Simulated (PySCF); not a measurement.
Isomers of C6H10N2Si, mass 138.061 u with the commonest isotopes. Computed with PBE0/pcSseg-1 in PySCF (dipole) on a GFN2-xTB geometry, gas phase. One conformer each, none proved a minimum here; rigid rotors.

**Question.** Order these by rotational constant C, largest first.
A. `[CH3:1][NH:2][C@@H:3]1[SiH2:4][C@:5]12[CH2:6][C@@H:7]2[C:8]#[N:9]` with C1–N2–C3–Si4 -91°
B. `[CH3:1][Si@@H:2]([C:3]#[N:4])[NH:5][C@@H:6]1[C@@H:7]2[CH2:8][C@H:9]12` with C1–Si2–N5–C6 -44°, Si2–N5–C6–C7 133°
C. `[cH:1]1[cH:2][n:3]([C@@H:4]2[CH2:5][CH2:6][SiH2:7]2)[cH:8][n:9]1` with C2–N3–C4–C5 -124°, N3–C4–C5–C6 -131°, C4–C5–C6–Si7 9°, C5–C6–Si7–C4 -7°, N3–C4–Si7–C6 126°
D. `[H]/[N:4]=[C:3](\[CH:2]=[CH2:1])[CH2:5][SiH2:6][CH2:7][C:8]#[N:9]` with C1–C2–C3–N4 -179°, C2–C3–C5–Si6 180°, C3–C5–Si6–C7 180°, C5–Si6–C7–C8 180°
E. `[SiH3:1][NH:2][NH:3][c:4]1[cH:5][cH:6][cH:7][cH:8][cH:9]1` with Si1–N2–N3–C4 -65°, N2–N3–C4–C5 -27°
F. `[CH3:1][CH2:2][C:3]#[C:4][Si@@H:5]([NH2:6])[CH2:7][C:8]#[N:9]` with C4–Si5–N6–H 159° and -59°, C4–Si5–C7–C8 -167°

**Answer.** C (836.4 MHz), A (802.6 MHz), B (745.7 MHz), E (715.9 MHz), D (484.9 MHz), F (456.1 MHz).

**Question.** Order these by rotational constant A, largest first.
A. `[SiH3:1][NH:2][NH:3][c:4]1[cH:5][cH:6][cH:7][cH:8][cH:9]1` with Si1–N2–N3–C4 -65°, N2–N3–C4–C5 -27°
B. `[CH3:1][NH:2][C@@H:3]1[SiH2:4][C@:5]12[CH2:6][C@@H:7]2[C:8]#[N:9]` with C1–N2–C3–Si4 -91°
C. `[cH:1]1[cH:2][n:3]([C@@H:4]2[CH2:5][CH2:6][SiH2:7]2)[cH:8][n:9]1` with C2–N3–C4–C5 -124°, N3–C4–C5–C6 -131°, C4–C5–C6–Si7 9°, C5–C6–Si7–C4 -7°, N3–C4–Si7–C6 126°
D. `[CH3:1][CH2:2][C:3]#[C:4][Si@@H:5]([NH2:6])[CH2:7][C:8]#[N:9]` with C4–Si5–N6–H 159° and -59°, C4–Si5–C7–C8 -167°
E. `[CH3:1][Si@@H:2]([C:3]#[N:4])[NH:5][C@@H:6]1[C@@H:7]2[CH2:8][C@H:9]12` with C1–Si2–N5–C6 -44°, Si2–N5–C6–C7 133°
F. `[H]/[N:4]=[C:3](\[CH:2]=[CH2:1])[CH2:5][SiH2:6][CH2:7][C:8]#[N:9]` with C1–C2–C3–N4 -179°, C2–C3–C5–Si6 180°, C3–C5–Si6–C7 180°, C5–Si6–C7–C8 180°

**Answer.** F (4926 MHz), D (3870 MHz), C (3490 MHz), A (3198 MHz), E (2788 MHz), B (1885 MHz).

**Question.** Order these by rotational constant B, smallest first.
A. `[CH3:1][CH2:2][C:3]#[C:4][Si@@H:5]([NH2:6])[CH2:7][C:8]#[N:9]` with C4–Si5–N6–H 159° and -59°, C4–Si5–C7–C8 -167°
B. `[H]/[N:4]=[C:3](\[CH:2]=[CH2:1])[CH2:5][SiH2:6][CH2:7][C:8]#[N:9]` with C1–C2–C3–N4 -179°, C2–C3–C5–Si6 180°, C3–C5–Si6–C7 180°, C5–Si6–C7–C8 180°
C. `[SiH3:1][NH:2][NH:3][c:4]1[cH:5][cH:6][cH:7][cH:8][cH:9]1` with Si1–N2–N3–C4 -65°, N2–N3–C4–C5 -27°
D. `[CH3:1][Si@@H:2]([C:3]#[N:4])[NH:5][C@@H:6]1[C@@H:7]2[CH2:8][C@H:9]12` with C1–Si2–N5–C6 -44°, Si2–N5–C6–C7 133°
E. `[CH3:1][NH:2][C@@H:3]1[SiH2:4][C@:5]12[CH2:6][C@@H:7]2[C:8]#[N:9]` with C1–N2–C3–Si4 -91°
F. `[cH:1]1[cH:2][n:3]([C@@H:4]2[CH2:5][CH2:6][SiH2:7]2)[cH:8][n:9]1` with C2–N3–C4–C5 -124°, N3–C4–C5–C6 -131°, C4–C5–C6–Si7 9°, C5–C6–Si7–C4 -7°, N3–C4–Si7–C6 126°

**Answer.** A (486.5 MHz), B (530.9 MHz), C (793.3 MHz), D (825.3 MHz), F (851.9 MHz), E (1023 MHz).

| SMILES | point group | Ia (u·Å²) | Ib (u·Å²) | Ic (u·Å²) | κ | μa (D) | μb (D) | μc (D) |
| --- | --- | --- | --- | --- | --- | --- | --- | --- |
| [H]/N=C(\C=C)C[SiH2]CC#N | Cs | 102.59 | 952.01 | 1042.15 | -0.98 | 7.75 | 2.30 | 0.01 |
| c1cn([C@@H]2CC[SiH2]2)cn1 | C1 | 144.83 | 593.25 | 604.23 | -0.99 | 3.94 | 0.97 | 1.90 |
| C[Si@@H](C#N)N[C@@H]1[C@@H]2C[C@@H]21 | C1 | 181.27 | 612.37 | 677.71 | -0.92 | 4.15 | 1.23 | 0.69 |
| [SiH3]NNc1ccccc1 | C1 | 158.03 | 637.08 | 705.96 | -0.94 | 0.73 | 0.01 | 0.11 |
| CN[C@@H]1[SiH2][C@]12C[C@@H]2C#N | C1 | 268.11 | 494.11 | 629.70 | -0.59 | 2.55 | 2.42 | 0.98 |
| CCC#C[Si@@H](N)CC#N | C1 | 130.58 | 1038.90 | 1108.04 | -0.98 | 5.08 | 0.35 | 0.20 |
